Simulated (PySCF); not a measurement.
C₃H₆ClO₂Si (doublet state).
Z-matrix (Å and degrees, GFN2-xTB geometry), rows numbered from 1:
```
C 
O   1  1.3378
Si  2  1.6273  1  135.64
Cl  3  1.9973  2  112.06  1    58.40
O   3  1.6111  2  106.78  1   172.07
C   5  1.3549  3  133.82  2    50.35
C   6  1.3198  5  121.85  3   171.06
H   1  1.0725  2  119.98  3    -9.45
H   1  1.0719  2  115.97  3  -176.61
H   3  1.4550  2  110.26  1   -65.75
H   6  1.0825  5  115.36  3    -9.62
H   7  1.0732  6  120.84  5   179.26
H   7  1.0754  6  121.20  5    -0.61
```

The hyperfine couplings belong to this conformer and change with its torsions.

As a line formula: `[CH2]O[Si@@H](Cl)OC=C` [radical].

Theory: UKS B3LYP, pcH-1 on C Cl H O Si, non-relativistic, mean-field spin-orbit, GIAO (PySCF 2.14.0). Geometry: GFN2-xTB, one conformer, isolated molecule. A GFN2-xTB geometry isn't a minimum of the functional, and hyperfine couplings can be far from their values at a DFT geometry. No stability test was run, so a lower SCF solution isn't excluded.

Question: Predict the first-order ENDOR lines of H9, H8 and H10 under fast tumbling at B = 337.7 mT (X band).

Answer: ν± = |νn ± a/2|, one line for each electron-spin manifold; νn = |g_N| × 7.62259 MHz/T × B.

```
nuclei  isotope     g_N  νn (MHz)  a_iso (MHz)  lower line (MHz)  upper line (MHz)
    H9       1H  5.5857     14.38       -62.13             16.69             45.44
    H8       1H  5.5857     14.38       -61.52             16.38             45.14
   H10       1H  5.5857     14.38         3.22             12.77             15.99
```

Question: Which pairs are centred on the nuclear Larmor frequency, and which on half the coupling?

Answer: Centred on νn, since |a| < 2νn: H10. Centred on |a|/2 and split by 2νn: H9 and H8.

Question: At what field would the lower line of H8 fall to zero frequency?

Answer: Where νn = |a|/2, that is B = 30.76 MHz/(5.5857 × 7.62259 MHz/T) = 722 mT, as far as first order holds there.

Couplings of abundant isotopes left out: Cl4 (2.4 MHz).

H8 and H9 aren't averaged: C1 is flat or nearly so (angle sum 359°), and its turn about the short C1–O2 bond (1.34 Å) is taken as slow.

The largest Mulliken spin populations are on C1 (+0.98) and O2 (+0.09). C1 is the only atom above +0.15. The angles at C1 add up to 358.7°, so it is planar; its axial dipolar tensor and the negative couplings of its protons fit spin in a p orbital normal to that plane.

The run took 81 s wall (grids of density and orbitals included) on an Arm Neoverse V1 with one thread, shared host, and the process peaked at 0.95 GiB of memory.
